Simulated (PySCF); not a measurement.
C2H9FOSi2, SMILES O[C@H]([SiH3])C[SiH2]F. Geometry optimised at B3LYP-D3(BJ)/def2-SVP. The structure was generated by enumeration; whether it is a known compound was not checked. The values are those of a single conformer.

Computed equilibrium geometry at B3LYP-D3(BJ)/def2-SVP (PySCF confirms it by a frequency run) as a Z-matrix (one conformer of several):
```
C
H 1 1.1041
O 1 1.4300 2 104.74
H 3 0.9674 1 107.79 2 -175.37
C 1 1.5339 2 108.47 3 -119.70
H 5 1.1057 1 108.45 2 64.47
H 5 1.1063 6 106.20 1 -118.58
Si 5 1.8824 6 106.66 7 -114.99
F 8 1.6324 5 107.43 6 38.76
H 8 1.4860 9 107.38 5 -121.22
H 8 1.4886 10 110.55 9 117.68
Si 1 1.9141 2 107.30 3 115.50
H 12 1.4879 1 110.15 2 -56.00
H 12 1.4945 13 109.42 1 118.36
H 12 1.4956 13 109.51 14 119.11
```
